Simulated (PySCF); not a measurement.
## Magnetisability: `C/C=C(/CC)OCC`, C$_{7}$H$_{14}$O

Molfile (atoms numbered from 1):
```
C7H14O
     RDKit          3D

 22 21  0  0  0  0  0  0  0  0999 V2000
   -1.1619   -1.7743   -2.0028 C   0  0  0  0  0  0  0  0  0  0  0  0
   -0.2696   -1.8055   -0.8051 C   0  0  0  0  0  0  0  0  0  0  0  0
    0.0350   -0.7476   -0.0551 C   0  0  0  0  0  0  0  0  0  0  0  0
    0.9821   -0.8504    1.1126 C   0  0  0  0  0  0  0  0  0  0  0  0
    2.3688   -0.3239    0.7356 C   0  0  0  0  0  0  0  0  0  0  0  0
   -0.4543    0.4829   -0.4255 O   0  0  0  0  0  0  0  0  0  0  0  0
   -0.6330    1.4826    0.5553 C   0  0  0  0  0  0  0  0  0  0  0  0
   -1.3180    2.6617   -0.1198 C   0  0  0  0  0  0  0  0  0  0  0  0
   -1.9278   -2.5457   -1.9246 H   0  0  0  0  0  0  0  0  0  0  0  0
   -1.6364   -0.8017   -2.0912 H   0  0  0  0  0  0  0  0  0  0  0  0
   -0.5876   -1.9655   -2.9099 H   0  0  0  0  0  0  0  0  0  0  0  0
    0.1695   -2.7598   -0.5567 H   0  0  0  0  0  0  0  0  0  0  0  0
    0.6004   -0.2990    1.9744 H   0  0  0  0  0  0  0  0  0  0  0  0
    1.0613   -1.8995    1.3991 H   0  0  0  0  0  0  0  0  0  0  0  0
    2.3210    0.7204    0.4355 H   0  0  0  0  0  0  0  0  0  0  0  0
    3.0508   -0.4122    1.5783 H   0  0  0  0  0  0  0  0  0  0  0  0
    2.7675   -0.8960   -0.0985 H   0  0  0  0  0  0  0  0  0  0  0  0
   -1.2583    1.1056    1.3777 H   0  0  0  0  0  0  0  0  0  0  0  0
    0.3311    1.8067    0.9703 H   0  0  0  0  0  0  0  0  0  0  0  0
   -1.4535    3.4700    0.5932 H   0  0  0  0  0  0  0  0  0  0  0  0
   -2.2871    2.3580   -0.5058 H   0  0  0  0  0  0  0  0  0  0  0  0
   -0.7105    3.0127   -0.9497 H   0  0  0  0  0  0  0  0  0  0  0  0
  1  2  1  0
  2  3  2  0
  3  4  1  0
  4  5  1  0
  3  6  1  0
  6  7  1  0
  7  8  1  0
  1  9  1  0
  1 10  1  0
  1 11  1  0
  2 12  1  0
  4 13  1  0
  4 14  1  0
  5 15  1  0
  5 16  1  0
  5 17  1  0
  7 18  1  0
  7 19  1  0
  8 20  1  0
  8 21  1  0
  8 22  1  0
M  END
```

The calculation used GIAO PBE0/pcSseg-1 magnetisability, rotational g tensor and spin-rotation constants, non-relativistic, gas phase (PySCF 2.14.0). Geometry: GFN2-xTB.

**Question.** What are the magnetisability and the molar susceptibility?

**Answer.** Isotropic -1416 × 10⁻³⁰ J/T², or -85.3 × 10⁻⁶ cm³/mol; principal values -1499, -1436, -1314 × 10⁻³⁰ J/T², anisotropy 163 × 10⁻³⁰ J/T² (root of half the summed squared differences of the principal values). The susceptibility is in cgs units.

**Question.** Split it along the inertial axes a, b, c into diamagnetic and paramagnetic parts about the centre of mass, with the quadrupole moment.

**Answer.** 
| axis | χ (10⁻⁶ cm³/mol) | diamagnetic (10⁻⁶ cm³/mol) | paramagnetic (10⁻⁶ cm³/mol) | summed x² of all electrons (Å²) | quadrupole Θ (D Å) |
| --- | --- | --- | --- | --- | --- |
| a | -79.8 | -752.1 | 672.3 | 186.9 | +4.35 |
| b | -87.1 | -918.1 | 831.0 | 147.8 | -0.93 |
| c | -89.0 | -1420.2 | 1331.2 | 29.5 | -3.42 |

Anisotropies 2χaa − χbb − χcc = +16.6 and 2χbb − χaa − χcc = -5.3 × 10⁻⁶ cm³/mol. Θ is traceless in Buckingham's convention.

**Question.** And the rotational g tensor?

**Answer.** 
```csv
axis,rotational constant (GHz),g,nuclear part,electronic part
a,2.0423,-0.0120,0.6330,-0.6451
b,1.5874,-0.0016,0.6181,-0.6197
c,0.9800,+0.0006,0.6135,-0.6129
```
Asymmetric top; isotopes 12C, 1H, 16O; no vibrational averaging.
